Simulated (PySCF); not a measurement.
C4H5FO. Atoms are numbered in the order given.

```xyz
11

F     -0.0150    -2.1034     0.0000
C      0.0373    -0.7689     0.0000
C      1.1372    -0.0043     0.0000
O      0.8669     1.3317     0.0000
C     -0.5759     1.4828     0.0000
C     -1.2029     0.0694     0.0000
H      2.1897    -0.2867     0.0000
H     -0.8498     2.0673     0.8925
H     -0.8498     2.0673    -0.8925
H     -1.8320    -0.1226     0.8880
H     -1.8320    -0.1226    -0.8880
```

The structure is a stationary point at r2SCAN-D4/def2-SVP. A frequency run showed that this geometry is not a minimum. One conformer was computed; it need not be the lowest.

Calculation: PBE/def2-TZVP (PySCF).

Symmetry labels are those of the subgroup Cs that the program uses (full group Cs).

Computed valence orbital energies around the gap with their symmetry:
```json
[
 {"orbital": "HOMO−7", "symmetry": "A'", "energy (eV)": "-11.01"},
 {"orbital": "HOMO−6", "symmetry": "A\"", "energy (eV)": "-10.87"},
 {"orbital": "HOMO−5", "symmetry": "A'", "energy (eV)": "-9.83"},
 {"orbital": "HOMO−4", "symmetry": "A\"", "energy (eV)": "-9.53"},
 {"orbital": "HOMO−3", "symmetry": "A'", "energy (eV)": "-8.97"},
 {"orbital": "HOMO−2", "symmetry": "A\"", "energy (eV)": "-8.22"},
 {"orbital": "HOMO−1", "symmetry": "A'", "energy (eV)": "-8.05"},
 {"orbital": "HOMO", "symmetry": "A\"", "energy (eV)": "-4.75"},
 {"orbital": "LUMO", "symmetry": "A\"", "energy (eV)": "-0.22"},
 {"orbital": "LUMO+1", "symmetry": "A'", "energy (eV)": "0.40"},
 {"orbital": "LUMO+2", "symmetry": "A'", "energy (eV)": "0.94"},
 {"orbital": "LUMO+3", "symmetry": "A'", "energy (eV)": "1.36"}
]
```
